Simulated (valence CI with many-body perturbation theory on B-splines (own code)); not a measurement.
**Rh11+: calculated level list**

Method: valence CI with perturbative core correlation (CI+MBPT): six valence electrons over a frozen Dirac-Fock core [Ar] 3d10, a basis of 9 s, 9 p, 8 d, 6 f, 3 g, 1 h functions for each j, with the one-electron correlation potential Σ1 (screened to all orders), the two-electron term Σ2, the three-electron term Σ3, Breit, model QED; selected single and double excitations, second order for the rest, scaled by the run's own slope (own B-spline code, finite nucleus).

No measured spectrum was set against this ion. As an estimate, levels hold to about 250 cm⁻¹ or 0.2 % of their energy and the worst to 1 %, as in measured heavy ions of charge 2 to 7; those with d or f electrons hold less well. Among the levels kept, up to 1500 cm⁻¹ of a level comes from second order outside the variational space, and about a tenth of that is noise between levels of different J, which matters for small intervals.

Levels 1 to 39 of 39, with energies above the lowest level, 4s2.4p4 3P_2. "Leading %" is the weight of the configuration and term that name the level; weights of strongly mixed levels are sums over their largest components and can fall short. In the jj column 3d3/2^4 stands for four electrons in 3d with j = 3/2. Lifetimes count E1, E2, E3, M1 and M2 decay at the calculated energies, and are blank where another channel may lead or the interval is too uncertain; long ones can be off by a factor of two.

| No. | Configuration | Term | J | E (cm⁻¹) | Leading % | Lifetime | Leading jj | g |
| --- | --- | --- | --- | --- | --- | --- | --- | --- |
| 1 | 4s2.4p4 | 3P | 2 | 0 | 82 |  | 4s^2 4p1/2^2 4p3/2^2 (93 %) | 1.422 |
| 2 | 4s2.4p4 | 3P | 0 | 22691 | 66 | 2.80 s | 4s^2 4p1/2^2 4p3/2^2 (85 %) |  |
| 3 | 4s2.4p4 | 3P | 1 | 35130 | 97 | 1.18 ms | 4s^2 4p1/2 4p3/2^3 (97 %) | 1.500 |
| 4 | 4s2.4p4 | 1D | 2 | 52422 | 82 | 1.27 ms | 4s^2 4p1/2 4p3/2^3 (93 %) | 1.078 |
| 5 | 4s2.4p4 | 1S | 0 | 104760 | 66 | 172 μs | 4s^2 4p3/2^4 (84 %) |  |
| 6 | 4s.4p5 | 3P° | 2 | 297400 | 85 | 169 ps | 4s 4p1/2^2 4p3/2^3 (85 %) | 1.500 |
| 7 | 4s.4p5 | 3P° | 1 | 317190 | 76 | 127 ps | 4s 4p1/2^2 4p3/2^3 (52 %) | 1.452 |
| 8 | 4s.4p5 | 3P° | 0 | 336060 | 84 | 151 ps | 4s 4p1/2 4p3/2^4 (84 %) |  |
| 9 | 4s.4p5 | 1P° | 1 | 379240 | 62 | 58.1 ps | 4s 4p1/2 4p3/2^4 (47 %) | 1.046 |
| 10 | 4s2.4p3.4d | 5D° | 2 | 413040 | 64 | 1.19 ns | 4s^2 4p1/2^2 4p3/2 4d3/2 (66 %) | 1.316 |
| 11 | 4s2.4p3.4d | 5D° | 0 | 413250 | 82 | 1.09 ns | 4s^2 4p1/2^2 4p3/2 4d3/2 (58 %) |  |
| 12 | 4s2.4p3.4d | 5D° | 3 | 413530 | 68 | 2.05 ns | 4s^2 4p1/2^2 4p3/2 4d3/2 (41 %) | 1.406 |
| 13 | 4s2.4p3.4d | 5D° | 1 | 414980 | 87 | 481 ps | 4s^2 4p1/2^2 4p3/2 4d3/2 (43 %) | 1.468 |
| 14 | 4s2.4p3.4d | 5D° | 4 | 418200 | 80 |  | 4s^2 4p1/2^2 4p3/2 4d5/2 (59 %) | 1.447 |
| 15 | 4s2.4p3.4d | 3D° | 2 | 428510 | 35 | 560 ps | 4s^2 4p1/2^2 4p3/2 4d5/2 (57 %) | 1.122 |
| 16 | 4s2.4p3.4d | 3D° | 3 | 444320 | 47 | 2.65 ns | 4s^2 4p1/2 4p3/2^2 4d5/2 (66 %) | 1.261 |
| 17 | 4s2.4p3.4d | 3D° | 1 | 446710 | 90 | 1.19 ns | 4s^2 4p1/2 4p3/2^2 4d3/2 (44 %) | 0.568 |
| 18 | 4s2.4p3.4d | 3F° | 2 | 448900 | 52 | 1.06 ns | 4s^2 4p1/2 4p3/2^2 4d3/2 (79 %) | 0.909 |
| 19 | 4s2.4p3.4d | 1S° | 0 | 450250 | 79 | 103 ns | 4s^2 4p1/2 4p3/2^2 4d3/2 (44 %) |  |
| 20 | 4s2.4p3.4d | 3F° | 3 | 454080 | 60 | 1.87 ns | 4s^2 4p1/2 4p3/2^2 4d3/2 (71 %) | 1.146 |
| 21 | 4s2.4p3.4d | 3G° | 3 | 461000 | 57 | 335 ps | 4s^2 4p1/2 4p3/2^2 4d3/2 (26 %) | 0.910 |
| 22 | 4s2.4p3.4d | 3F° | 4 | 461290 | 42 |  | 4s^2 4p1/2 4p3/2^2 4d5/2 (59 %) | 1.180 |
| 23 | 4s2.4p3.4d | 3F° | 4 | 468720 | 70 |  | 4s^2 4p1/2 4p3/2^2 4d5/2 (72 %) | 1.200 |
| 24 | 4s2.4p3.4d | 1G° | 4 | 476630 | 69 |  | 4s^2 4p1/2 4p3/2^2 4d3/2 (71 %) | 1.026 |
| 25 | 4s2.4p3.4d | 3G° | 5 | 477230 | 97 |  | 4s^2 4p1/2 4p3/2^2 4d5/2 (97 %) | 1.200 |
| 26 | 4s2.4p3.4d | 3D° | 1 | 480630 | 88 | 86.2 ps | 4s^2 4p1/2^2 4p3/2 4d5/2 (34 %) | 0.572 |
| 27 | 4s2.4p3.4d | 1D° | 2 | 487980 | 47 | 218 ps | 4s^2 4p1/2 4p3/2^2 4d3/2 (68 %) | 0.975 |
| 28 | 4s2.4p3.4d | 3P° | 1 | 494990 | 67 | 41.3 ps | 4s^2 4p1/2 4p3/2^2 4d5/2 (31 %) | 1.422 |
| 29 | 4s2.4p3.4d | 3P° | 0 | 495460 | 75 | 228 ps | 4s^2 4p1/2 4p3/2^2 4d5/2 (41 %) |  |
| 30 | 4s2.4p3.4d | 3D° | 2 | 503310 | 69 | 498 ps | 4s^2 4p1/2 4p3/2^2 4d5/2 (80 %) | 1.180 |
| 31 | 4s2.4p3.4d | 3F° | 3 | 508120 | 72 | 168 ps | 4s^2 4p1/2 4p3/2^2 4d5/2 (56 %) | 1.067 |
| 32 | 4s2.4p3.4d | 3F° | 2 | 508940 | 63 | 49.8 ps | 4s^2 4p1/2 4p3/2^2 4d5/2 (37 %) | 0.902 |
| 33 | 4s2.4p3.4d | 3D° | 3 | 516430 | 56 | 123 ps | 4s^2 4p1/2 4p3/2^2 4d5/2 (64 %) | 1.190 |
| 34 | 4s2.4p3.4d | 3P° | 2 | 523260 | 58 | 10.2 ps | 4s^2 4p3/2^3 4d5/2 (44 %) | 1.316 |
| 35 | 4s2.4p3.4d | 3F° | 4 | 523510 | 63 | 278 μs | 4s^2 4p3/2^3 4d5/2 (84 %) | 1.196 |
| 36 | 4s2.4p3.4d | 3P° | 1 | 529150 | 36 | 5.88 ps | 4s^2 4p1/2 4p3/2^2 4d3/2 (57 %) | 1.222 |
| 37 | 4s2.4p3.4d | 3P° | 2 | 535950 | 75 | 9.73 ps | 4s^2 4p3/2^3 4d5/2 (37 %) | 1.419 |
| 38 | 4s2.4p3.4d | 3S° | 1 | 536760 | 71 | 6.51 ps | 4s^2 4p1/2 4p3/2^2 4d5/2 (55 %) | 1.756 |
| 39 | 4s2.4p3.4d | 3D° | 3 | 545060 | 68 | 5.41 ps | 4s^2 4p1/2^2 4p3/2 4d5/2 (38 %) | 1.252 |

Names give the largest LS component (configuration and term), which can be under half, so a name can repeat, a term be missing and a line seem to break the LS rules; names also repeat where a configuration has a term twice.

The ionisation energy to 4s2.4p3 4S°_3/2 of the next ion comes out as 253.41 eV (NIST: 252.1 ± 2.5 eV (theoretical)). All 39 levels together are meant to be complete up to 550140 cm⁻¹.
